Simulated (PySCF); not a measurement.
Compound: C6H5F5Si.
Z-matrix (Å and degrees, PBE0-D3(BJ)/def2-SVP geometry), rows numbered from 1:
```
F 
C   1  1.3308
F   2  1.3277  1  108.57
F   2  1.3248  1  108.53  3  -118.04
C   2  1.5433  1  110.06  3   120.53
F   5  1.3508  2  106.35  1   178.88
F   5  1.3533  2  106.44  1    64.13
C   5  1.4849  2  113.00  1   -57.48
C   8  1.3498  5  123.37  2   -97.84
C   9  1.4754  8  116.75  5  -179.85
C  10  1.3502  9  116.92  8     0.48
Si 11  1.8749 10  107.39  9    -0.07
H   9  1.0950  8  122.61  5    -0.46
H  10  1.0950  9  119.45  8  -179.58
H  11  1.0919 10  122.28  9  -179.91
H  12  1.4916  8  112.83  5    62.66
H  12  1.4911  8  113.97  5   -63.06
```

Computed with PySCF 2.14.0, PBE0-D3(BJ)/def2-SVP geometry optimisation, gas phase.

Masses are those of the commonest isotopes; rigid-rotor values at the optimised geometry. The values belong to one conformer with, in the numbering `[F:1][C:2]([F:3])([F:4])[C:5]([F:6])([F:7])[C:8]1=[CH:9][CH:10]=[CH:11][SiH2:12]1`, C2–C5–C8–C9 -98°.

(1) What are A, B and C (MHz)?

(2) What kind of rotor is it?

(3) What does the inertial defect say?

(4) Give the other two planar moments, Paa and Pbb, and the rms extents of the mass along the axes.

(5) Give the coordinates in the principal-axis frame, origin at the centre of mass.

(6) List the rotational levels J(Ka,Kc) to J = 4 (MHz).

(7) Which lines would a microwave search look for?

(8) Estimate the classical rotational partition function at 100 K, 298.15 K and 500 K.

## Answers

(1) Ia = 345.28, Ib = 871.59, Ic = 912.24 u·Å²; 505379 MHz·u·Å²/I gives A = 1464, B = 579.8, C = 554.0 MHz.

(2) A near-prolate asymmetric top; Ray's κ = -0.943.

(3) Not planar: Δ = Ic − Ia − Ib = -304.63 u·Å². For a rigid frame Δ = −2 Σ m c², so Σ m c² = 152.32 u·Å² lies off the ab plane: 4.25 from hydrogen and 148.07 from heavier atoms. The atom farthest from that plane is 1.68 Å away.

(4) Paa = Σ m a² = (Ib + Ic − Ia)/2 = 719.27 and Pbb = Σ m b² = (Ia + Ic − Ib)/2 = 192.97 u·Å². With the mass M = 200.01 u, the rms extents √(P/M) along a, b and c are 1.90, 0.98, 0.87 Å.

(5) The sense of each axis is arbitrary; atoms in the order of the calculation.
```
atom  mass (u)   a (Å)   b (Å)   c (Å)
  F1    18.998  -1.275   1.395  -0.905
  C2    12.000  -1.596   0.169  -0.497
  F3    18.998  -1.494  -0.660  -1.528
  F4    18.998  -2.854   0.179  -0.082
  C5    12.000  -0.649  -0.276   0.637
  F6    18.998  -1.054  -1.510   1.009
  F7    18.998  -0.872   0.563   1.675
  C8    12.000   0.782  -0.249   0.242
  C9    12.000   1.461  -1.342  -0.167
 C10    12.000   2.880  -1.148  -0.522
 C11    12.000   3.376   0.101  -0.397
Si12    27.977   1.986   1.198   0.219
 H13     1.008   1.000  -2.333  -0.228
 H14     1.008   3.470  -2.004  -0.865
 H15     1.008   4.414   0.343  -0.637
 H16     1.008   2.223   1.775   1.574
 H17     1.008   1.607   2.286  -0.727
```

(6) Above 0(0,0):
J = 1: 1(0,1) 1134, 1(1,1) 2018, 1(1,0) 2043
J = 2: 2(0,2) 3401, 2(1,2) 4259, 2(1,1) 4337, 2(2,1) 6988, 2(2,0) 6989
J = 3: 3(0,3) 6800, 3(1,3) 7622, 3(1,2) 7777, 3(2,2) 10390, 3(2,1) 10393, 3(3,1) 14874, 3(3,0) 14874
J = 4: 4(0,4) 11330, 4(1,4) 12104, 4(1,3) 12363, 4(2,3) 14925, 4(2,2) 14933, 4(3,2) 19410, 4(3,1) 19411, 4(4,1) 25687, 4(4,0) 25687

(7) The dipole components are |μa| = 2.77 D, |μb| = 0.47 D, |μc| = 0.73 D. Intensities carry the squares of the components, which stand as 1.00 : 0.03 : 0.07 (a : b : c). Some lines, for components of 0.1 D or more:

```csv
type,branch,"J(Ka,Kc)",MHz,lower level (cm⁻¹)
c,Q,"2(1,2) ← 2(0,2)",859,0.113
c,Q,"1(1,1) ← 1(0,1)",884,0.038
b,Q,"1(1,0) ← 1(0,1)",910,0.038
b,Q,"2(1,1) ← 2(0,2)",936,0.113
a,R,"1(0,1) ← 0(0,0)",1134,0.000
b,R,"2(0,2) ← 1(1,1)",1383,0.067
b,R,"1(1,1) ← 0(0,0)",2018,0.000
c,R,"1(1,0) ← 0(0,0)",2043,0.000
a,R,"2(1,2) ← 1(1,1)",2242,0.067
a,R,"2(0,2) ← 1(0,1)",2267,0.038
a,R,"2(1,1) ← 1(1,0)",2294,0.068
c,Q,"2(2,1) ← 2(1,1)",2651,0.145
b,Q,"2(2,0) ← 2(1,1)",2652,0.145
b,Q,"2(2,1) ← 2(1,2)",2729,0.142
b,R,"2(1,2) ← 1(0,1)",3126,0.038
c,R,"2(1,1) ← 1(0,1)",3203,0.038
b,R,"2(2,1) ← 1(1,0)",4945,0.068
c,R,"2(2,0) ← 1(1,0)",4946,0.068
c,R,"2(2,1) ← 1(1,1)",4971,0.067
b,R,"2(2,0) ← 1(1,1)",4971,0.067
```

(8) Point group C1, symmetry number σ = 1; q = (√π/σ)·√((kT/h)³/(ABC)), k/h = 20836.6 MHz/K: 246000 at 100 K, 1270000 at 298.15 K, 2750000 at 500 K.

PBE0-D3(BJ)/def2-SVP frequencies: not computed here. These are rigid-rotor constants of the computed structure; measured ground-state constants (B0) also hold zero-point vibration.
